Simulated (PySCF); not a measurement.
**Computed structure and properties of [Ce(O2)]+**

System: [Ce(O2)]+ (singlet in the valence; each metal's 4f electrons, 1 of them, lie in its core potential, out of spins and levels); start: template (C2v). Method: PySCF 2.14.0, RKS PBE0, Ce lcecp-1-SVP with ECP47, O def2-SVP; non-relativistic Hamiltonian with scalar-relativistic core potentials where named; density fitting; no spin-orbit coupling.

Input of the relaxation:

```python
mol = gto.M(atom='''
Ce     0.00000     0.00000    -0.40384
O      0.74000    -0.00000     1.76616
O     -0.74000     0.00000     1.76616''',
    basis={'Ce': 'lcecp-1-SVP', 'O': 'def2-SVP'},
    ecp={'Ce': 'lcecp-1-SVP'},
    charge=1, spin=0)
mf = dft.RKS(mol, xc='PBE0')
mf.grids.atom_grid = (50, 194)  # f atoms: unpruned, at least (60, 302)
mf = mf.density_fit()  # fitting sets: Ce AutoAux, O def2-universal-JKFIT
mf.conv_tol = 1e-08; mf.max_cycle = 55
mf.kernel(dm0)  # dm0: converged density of the start geometry
# quasi-Newton relaxation in Cartesian coordinates to a largest gradient under 0.00045 Eh/bohr, steps kept in the point group
```

Run from Python with OMP_NUM_THREADS=2; the lines above give its settings. Where DIIS fails, smearing, a level shift and second-order steps follow.
It took 11 s on 2 threads of Arm Neoverse V1, on a shared host, from the converged density of the start.

Course of the relaxation:

```csv
step,energy above end (eV),largest force component within the symmetry (eV/Å)
0,0.8504,5.627
1,0.2179,3.304
2,0.0888,2.787
3,0.0044,0.544
4,0.0001,0.073
5,0.0000,0.003
```

Relaxed geometry (C2v):

```xyz
3

Ce    0.0000    0.0000   -0.2381
O     0.7308    0.0000    1.6833
O    -0.7308    0.0000    1.6833
```

```tsv
contact	Å
Ce1–O2 (O2)	2.056
```

On the finer grid (75, 302):

The HOMO is -11.88 eV and the LUMO is -7.25 eV. The dipole about the centre of mass is 8.33 D and the set of Mulliken populations of Ce1 outside the core potential is s 2.08, p 6.04, d 1.29, f 0.09. The D3(BJ) dispersion energy (not in the energies) is -0.032 eV.

```tsv
atom	Mulliken (e)	Löwdin (e)	spin (e)
Ce1	1.50	1.34	0.00
O2	-0.25	-0.17	0.00
O3	-0.25	-0.17	0.00
```

The 4f levels lie in the core potential and are missing. Their spin isn't counted.

On the grid (50, 194), as all that follows. Harmonic modes: a minimum; lowest 558 cm⁻¹ (negative: unstable), highest 910 cm⁻¹, zero-point energy 0.127 eV.

Rigid scan of O2 along the line from its metal:

```csv
distance to the ligand's centre (Å),energy (eV)
1.62,2.531
1.72,0.976
1.82,0.212
1.92,0.000
2.02,0.161
2.12,0.565
2.22,1.117
2.37,2.080
```

One start shape was tried, so this needn't be the lowest isomer.

An lcecp potential fixes the number of 4f electrons, so in runs with it no electron can move into or out of that shell.
